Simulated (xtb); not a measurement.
C2H9AlN, doublet, geometry from GFN2-xTB (such geometries of metal compounds can be far from the true shape) (the spin is typed, not shown lowest), atoms displaced at random by about 0.05 Å a coordinate. Base run: GFN1-xTB run with xtb.

The xtb input:
```
$ xtb mol.xyz --gfn 1 --uhf 1 --opt --json

# file mol.xyz
13

Al     0.52419289     0.12358676     0.50677963
C      1.13894148     0.96700599    -1.16525631
H      2.04324979     0.37190637    -1.56890133
H      1.53685005     1.98856267    -0.95594066
H      0.40778963     1.21195597    -1.95957852
C     -1.44272649     0.65379308     1.07781748
H     -1.90040125    -0.32351107     1.65149572
H     -2.18979928     0.57123906     0.28494553
H     -1.47311400     1.46894699     1.62634370
N     -0.22192698    -1.61243856    -0.65540435
H     -0.87409142    -1.09879073    -1.25195347
H     -0.71361685    -2.30472023    -0.11971853
H      0.57660816    -2.03502952    -1.08983715
```

Variants of this job, named by their change:

| change | ΔE vs base (mEh) | optimiser steps |
|---|---|---|
| base | 0.000 | 13 |
| alpb = cs2 | -10.436 | 13 |
| opt level = sloppy | 0.213 | 7 |
| opt level = lax | 0.008 | 11 |
| engine = inertial | 0.273 | - |
| engine = lbfgs | -0.001 | - |
| opt level = tight | -0.004 | 16 |
| opt level = crude | 0.304 | 6 |
| opt level = extreme | -0.006 | 25 |
| opt level = vtight | -0.006 | 24 |
